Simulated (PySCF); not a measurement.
Xe: ionisation energy

Xe [Xe] (1S) → Xe⁺ [Kr] 4d10 5s2 5p5 (2P), as a difference of total energies. All numbers are calculated (PySCF 2.14, scalar relativity by spin-free X2C-1e, in x2c-QZVPPall). Correlated levels: valence: [Kr] 4d10 frozen. The calculations carry no spin-orbit coupling.

| method | ionisation energy (eV) | plus first-order spin-orbit estimate | error of that sum (eV) |
| --- | --- | --- | --- |
| UHF | 11.450 | 11.043 | -1.087 |
| MP2 (valence) | 12.379 | 11.971 | -0.159 |
| SCS-MP2 (valence) | 12.324 | 11.916 | -0.214 |
| CCSD (valence) | 12.307 | 11.900 | -0.230 |
| CCSD(T) (valence) | 12.356 | 11.949 | -0.181 |

Reference: 12.130 eV (measured; NIST Atomic Spectra Database, ionization energies).

A first-order spin-orbit estimate (lowest level to lowest level, LS coupling) adds -0.407 eV.

Errors of the correlated levels include the incompleteness of this basis and the frozen core.
